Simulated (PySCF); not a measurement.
Correlation energy of Br (bromine, neutral)

[Ar] 3d10 4s1 4p5 4d1, one real determinant (an excited configuration). All numbers are calculated (PySCF 2.14, a scalar-relativistic core potential, in aug-cc-pwCVTZ-PP with ECP10MDF). Frozen: 3s2 3p6 3d10; 7 electrons correlated.

MP2 pair energies summed by pair of shells (mhartree):

```json
{"pair": "4p-4p", "energy": "-121.40", "share (%)": "77.0"}
{"pair": "4p-4d", "energy": "-18.16", "share (%)": "11.5"}
{"pair": "4s-4p", "energy": "-17.34", "share (%)": "11.0"}
{"pair": "4s-4d", "energy": "-0.82", "share (%)": "0.5"}
```

Total MP2 correlation energy: -157.72 mhartree.

Same-spin part -33.81 and opposite-spin part -123.91 mhartree; SCS-MP2 scales them by 1/3 and 6/5 to -159.97 mhartree.

The reference is one real determinant that mixes LS terms of this configuration.
